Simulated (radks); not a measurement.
Initial-state core-level shifts of the tantalum ion Ta3+ when its valence configuration changes from [Xe] 4f14 5d2. All-electron calculation, scalar-relativistic Kohn-Sham, PBE, spin-polarised, spherical densities, point nucleus; open shells are filled with parallel spins first (spin-orbit coupling, left out, can overturn this in heavy ions). Program: a radial shooting solver on a logarithmic mesh with Libxc functionals. Shifts are changes of the shell-averaged eigenvalues in eV (positive: less bound).

valence,2s,3d,4d,5p
4f13.5 5d2 6s0.5,-6.842,-7.363,-6.675,-3.342
4f13 5d2 6s1,-13.987,-15.059,-13.581,-6.728
4f12 5d4,-21.050,-23.469,-20.215,-6.894
4f13.5 5d2 6p0.5,-7.540,-8.062,-7.375,-4.014
4f12 5d2 6p2,-31.832,-34.106,-30.723,-16.169
4f13 5d3,-10.211,-11.350,-9.907,-3.507
4f14 5d1 6s1,-3.568,-3.502,-3.488,-3.095
4f14 6p2,-10.042,-9.889,-9.857,-8.812
4f14 6s0.5 6p1.5,-9.350,-9.200,-9.166,-8.170
